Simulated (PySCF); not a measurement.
# Shieldings and the share of exact exchange

Molecule: `InChI=1S/B3H3O3/c1-4-2-6-3-5-1/h1-3H`.

Molfile (atoms numbered from 1):
```
B3H3O3
     RDKit          3D

  9  9  0  0  0  0  0  0  0  0999 V2000
   -0.6400    1.1764    0.2342 B   0  0  0  0  0  0  0  0  0  0  0  0
   -1.3372   -0.0027    0.1730 O   0  0  0  0  0  0  0  0  0  0  0  0
   -0.6865   -1.1860   -0.0629 B   0  0  0  0  0  0  0  0  0  0  0  0
    0.6712   -1.1823   -0.2509 O   0  0  0  0  0  0  0  0  0  0  0  0
    1.3796   -0.0098   -0.1981 B   0  0  0  0  0  0  0  0  0  0  0  0
    0.7176    1.1652    0.0465 O   0  0  0  0  0  0  0  0  0  0  0  0
   -1.2128    2.2100    0.4520 H   0  0  0  0  0  0  0  0  0  0  0  0
   -1.3019   -2.2170   -0.1038 H   0  0  0  0  0  0  0  0  0  0  0  0
    2.5698   -0.0113   -0.3660 H   0  0  0  0  0  0  0  0  0  0  0  0
  1  2  1  0
  2  3  1  0
  3  4  1  0
  4  5  1  0
  5  6  1  0
  6  1  1  0
  1  7  1  0
  3  8  1  0
  5  9  1  0
M  END
```

GIAO shieldings (ppm, equivalent atoms averaged) in PySCF on the PBE0-D3(BJ)/def2-SVP geometry, basis pcSseg-2, gas phase, non-relativistic:

| functional | exact exchange (%) | σ(B1/B3/B5) | σ(O2/O4/O6) |
| --- | --- | --- | --- |
| BLYP | 0 | 65.8 | 88.8 |
| BP86 | 0 | 68.2 | 91.2 |
| PBE | 0 | 67.4 | 88.7 |
| B3LYP | 20 | 69.7 | 104.5 |
| PBE0 | 25 | 72.3 | 108.8 |
| BHandHLYP | 50 | 75.7 | 126.0 |
| HF | 100 | 86.7 | 159.3 |

Q: Fit each shielding as a line in the percentage of exact exchange.

A: σ(B1/B3/B5) = 66.9 + 0.19 x (rms 0.9 ppm); σ(O2/O4/O6) = 90.1 + 0.70 x (rms 1.1 ppm). The functionals also differ in their semilocal parts, which the line can't hold; Hartree–Fock has no correlation at all.

Q: What does the line predict for mPW1PW91 (25 %), and what does the run give?

A: σ(B1/B3/B5): 71.7 predicted, 72.3 computed; σ(O2/O4/O6): 107.6 predicted, 109.9 computed ppm.
